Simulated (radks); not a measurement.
Q: The mean radii <r> (bohr) of the occupied orbitals of an atom or ion are listed with their occupations. All-electron calculation, scalar-relativistic Kohn-Sham, PBE, spin-polarised, spherical densities, finite nucleus; Fermi nuclear charge, rms radius of each element as measured or else 0.836 A^(1/3) + 0.57 fm. Program: a radial shooting solver on a logarithmic mesh with Libxc functionals.

orbital  occ.      <r>
1s up       1  0.04275
1s down     1  0.04275
2s up       1   0.1895
2s down     1   0.1894
2p up       3   0.1655
2p down     3   0.1653
3s up       1   0.5409
3s down     1   0.5419
3p up       3   0.5488
3p down     3   0.5501
3d up       5   0.5505
3d down     3   0.5527
4s up       1    1.398
4s down     1    1.407
4p up       2    1.541
5s up       1    3.082
5s down     1    3.140

Name the element and its charge. Open shells, if any, are filled with parallel spins first.

A: Z = 35, bromine, charge +3: Br3+ in [Ar] 3d8 4s2 4p2 5s2. The 1s radius gives Z: for a bare nucleus <r> = (2 gamma + 1)/(2Z) with gamma = sqrt(1 - (Z/c)^2), 0.04191 bohr for Z = 35, and screening makes it slightly larger (0.04275 here). The occupations add up to 32, and the charge is Z minus that.
